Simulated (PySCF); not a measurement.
Structure problem from calculated spectra and properties.

Formula: C3H12ClNSi4.

- 13C NMR: chemical shifts (computed TMS as zero) by class: 117.9 (1 C), 76.3 (1 C), 6.3 (1 C) ppm [GIAO PBE0/pcSseg-1]
- 1H NMR: chemical shifts (computed TMS as zero) by class: 5.80 (1 H), 4.72 (6 H), 4.51 (1 H), 4.44 (1 H), 2.09 (3 H) ppm [GIAO PBE0/pcSseg-1]
- Dipole: 2.48 D [PBE0/pcSseg-1]
- NMR, other nuclei: isotropic shieldings of nuclei other than C and H, by class: 251 (1 N), 345 (1 Si), 398 (2 Si), 443 (1 Si), 896 (1 Cl) ppm [GIAO PBE0/pcSseg-1]
- Rotational structure: rotational constants A, B, C: 0.933, 0.369, 0.327 GHz [GFN2-xTB]

Electronic properties: PySCF, gas phase, density fitting. Levels stand in brackets. The structure is a single GFN2-xTB conformer in the gas phase; no vibrational or solvent corrections. NMR classes are plain means over equivalent atoms (diastereotopic ones count apart unless rotation or inversion swaps them), as if these changed places fast.

Task: What is the compound? Reason from the data.

Result: Numbering: `[CH3:1][C:2]#[C:3][SiH2:4][Si@H:5]([Cl:6])[N:7]([SiH3:8])[SiH3:9]`. Its formula, C3H12ClNSi4, gives 2 degrees of unsaturation: 0 rings and 2 π bonds in the structure found. 3 carbons fall into 3 classes; from least to most shielded: alkyne carbon [C2] (117.9 ppm), alkyne carbon [C3] (76.3 ppm), propargylic carbon [C1] (6.3 ppm). Hydrogen classes from least to most shielded: 1 H on a chlorine-bound silicon, Si5 (5.80 ppm), 6 H on 2 SiH3 silicons, Si8/Si9 (4.72 ppm), 1 H on an SiH2 silicon, Si4 (4.51 ppm), 1 H on an SiH2 silicon, Si4 (4.44 ppm), 3 H on a propargylic carbon, C1 (2.09 ppm). The other shieldings belong to: 251 ppm, nitrogen bridging silicon atoms [N7]; 345 ppm, chlorine-bound silicon [Si5]; 398 ppm, SiH3 silicon [Si8/Si9]; 443 ppm, SiH2 silicon [Si4]; 896 ppm, silicon-bound chlorine [Cl6]. The optimised geometry has point group C1 and is an asymmetric top. Structure: `CC#C[SiH2][Si@H](Cl)N([SiH3])[SiH3]`. Computed isomers that give other values at the same levels: `C#C[Si@@]([SiH3])(Cl)[Si@H](N)[SiH2]C` (13C chemical shifts (computed TMS as zero) by class: 108.1 (1 C), 91.8 (1 C), -9.0 (1 C) ppm); `C#C[Si@@]([SiH3])(Cl)[Si@@H](N)[SiH2]C` (13C chemical shifts (computed TMS as zero) by class: 110.0 (1 C), 91.4 (1 C), -9.6 (1 C) ppm); `C=C[Si@@H](Cl)N1[SiH2]C[SiH2][SiH2]1` (13C chemical shifts (computed TMS as zero) by class: 143.9 (1 C), 140.9 (1 C), -15.2 (1 C) ppm). The assignments are read from this structure; whether some other isomer fits the data as well wasn't checked. The mirror image fits equally.

The values belong to the conformer `[CH3:1][C:2]#[C:3][SiH2:4][Si@H:5]([Cl:6])[N:7]([SiH3:8])[SiH3:9]`: C3–Si4–Si5–Cl6 -123°, Si4–Si5–N7–Si8 -122°.
